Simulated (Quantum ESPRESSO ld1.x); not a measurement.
Values are calculated unless marked as measured or tabulated.
One sound ld1.x (Quantum ESPRESSO 7.5) input for neutral gadolinium gives E = -11267.277 hartree in 31 iterations:

```
 &input
    zed=64.0,
    iswitch=1,
    rel=1,
    dft='PBESOL',
    config='[Xe] 4f7 5d1 6s2',
    prefix='ld1',
    max_out_wfc=37,
    file_charge='ld1.rho',
 /
```

Changed or added lines, one case at a time, and what came of them:

- noscf=.true.: ran as typed. With noscf the program prints the levels of a bare nucleus, with no screening and no total energy; they are not those of the atom.
- config='[Xe] 4f7 5d1 6s2 8s1': refused. The program stops in el_config with "wrong main quantum number": the config string takes n from 1 to 7 alone.
- rel=2 cau_fact=43.75: crashed. The program stops in dirsol with "no classical turning point found": with c below Z the Dirac equation of a point nucleus has no 1s solution.
- tr2=1e-30: usable despite the warning. The threshold lies below the rounding noise, so the cycle runs to its limit and warns, but the energy differs from the sound run by less than 1e-5 hartree.
- nspin=1: refused. The program stops in ld1_readin with "reading input namelist": the namelist holds a keyword that &input does not know.
- xmin=-14.0: usable despite the warning. The mesh starts very near the nucleus, where rounding noise keeps the residual above the threshold; the energy differs from the sound run by -4.8e-05 hartree.
- dx=0.003: refused. The program stops in do_mesh with "ndmx is too small": the mesh holds 3500 points at most, so dx, xmin and rmax must fit that.
